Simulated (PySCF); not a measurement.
## Rotational lines of BaO

Lines J+1 ← J of the vibrational ground state, computed from PBE0 constants of BaO, ¹Σ⁺ (singlet), closed shell (Ba x2c-TZVPall, O x2c-TZVPall; spin-free X2C with a Gaussian nucleus (PySCF 2.14); masses 137.9052 and 15.9949 u), in MHz:

```tsv
J	ν (MHz)
0	18982.5
1	37964.9
2	56946.8
3	75928.2
4	94908.9
```

(1) Find B0 and the effective bond length r0; with αe = 0.00137 cm⁻¹, find Re.

Spin–orbit coupling is left out, which matters for elements this heavy, above all for dissociation energies.

Answers

(1) ν = 2B0(J+1) − 4D(J+1)³ gives B0 = 0.31660 cm⁻¹. With the reduced mass μred = 14.333 u, r0 = √(16.8576/(μred·B0)) (u, cm⁻¹, Å) = 1.9274 Å. Be = B0 + αe/2 = 0.31728 cm⁻¹ gives Re = 1.925 Å.
